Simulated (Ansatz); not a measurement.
The same path of C$_{2}$H$_{4}$SSeSi (9 atoms, charge 0, multiplicity 1) was run 3 times with different band settings. The coordinate that changes most is the dihedral H6–S1–C2–Si5.

Computed with Ansatz, RKS PBE/def2-SVP.

Relaxed end points:

```xyz
9
Properties=species:S:1:pos:R:3
S 0.461 2.233 -0.168
C 0.304 0.474 -0.176
C 1.249 -0.397 -0.634
Se 0.757 -2.243 -0.247
Si -0.853 -0.785 0.604
H -0.857 2.515 -0.378
H 2.206 -0.168 -1.137
H -2.231 -0.920 0.016
H -0.947 -0.756 2.103
```

```xyz
9
Properties=species:S:1:pos:R:3
S 0.208 2.171 -0.681
C 0.282 0.469 -0.220
C 1.303 -0.384 -0.525
Se 0.869 -2.216 -0.021
Si -0.922 -0.802 0.464
H -0.464 2.611 0.421
H 2.264 -0.153 -1.019
H -2.159 -1.048 -0.353
H -1.294 -0.694 1.917
```

Common settings: movable images 5; climbing image yes; spring 5.0 eV/Å²; force threshold 0.03 eV/Å; iteration limit 60; end points relaxed.

| run | optimiser | start path | largest step |
| --- | --- | --- | --- |
| 1 | quadratic models (default) | IDPP | default |
| 2 | quadratic models (default) | straight line | default |
| 3 | lbfgs | IDPP | 0.5 Å |

Q: What does each run give, and how far can it be trusted?

A: Run 1: converged after 5 iterations, highest image 0.011 eV above the first end. A vibrational analysis at the climbing image gives one clearly imaginary mode, 122i cm⁻¹: a first-order saddle point.
Run 2: converged after 7 iterations, highest image 0.011 eV above the first end. Another band between the same ends (5 images) ends at a top of the same energy, where a vibrational analysis finds 1 clearly imaginary mode.
Run 3: converged after 57 iterations, highest image 0.013 eV above the first end. Another band between the same ends (5 images) ends at a top of the same energy, where a vibrational analysis finds 1 clearly imaginary mode.
